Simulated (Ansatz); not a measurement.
`[CH3][V](=[O])([OH])[Cl]` + H–F → `[CH3][V](=[O])([OH])[F]` + HCl  (ligand exchange at a V–Cl bond)

Calculated with Ansatz (gas phase, PBE0-D4/def2-TZVP geometries, no zero-point term in ΔE). CCSD(T)/CBS is the MP2 limit (def2-TZVPP, def2-QZVPP) plus CCSD(T) − MP2 in def2-TZVPP, frozen cores. This one scheme is used for every species. DFT in def2-TZVPP. For V outer-core shells are correlated without core-valence functions, which leaves a few kJ/mol of doubt a bond. Scalar relativity is left out up to krypton. Each species was taken in one conformer, which may not be the lowest.

```json
{"level": "BHLYP-D4", "ΔE (kJ/mol)": "-7.0"}
{"level": "PBE0", "ΔE (kJ/mol)": "-7.4"}
```

(1) What does CCSD(T)/CBS give? (An estimate is asked.)

Largest T1 diagnostic among the species: 0.031, so the coupled-cluster value is less sure than usual.

Results:

(1) The calculation gave: +2.0 kJ/mol. The listed levels differ from it by -9.0, -9.4 kJ/mol.

From r2SCAN to r2SCAN0 (25 % exact exchange), in def2-TZVPP and without D4, ΔE moves by +5.1 kJ/mol. Leaving LDA and LC-ωPBE aside and taking each functional with its dispersion term where it has one, the values, not all of them listed here, spread over 23.6 kJ/mol, from CAM-B3LYP-D4 to PBE-QIDH. LDA lies +3.4 kJ/mol from PBE without D4. At CCSD(T), def2-SVP lies −18.4 kJ/mol from the extrapolated value and def2-TZVPP −3.8 kJ/mol.

CCSD(T)/CBS has its own doubt, a few kJ/mol and more with outer-core shells, so smaller differences from it don't rank the levels.
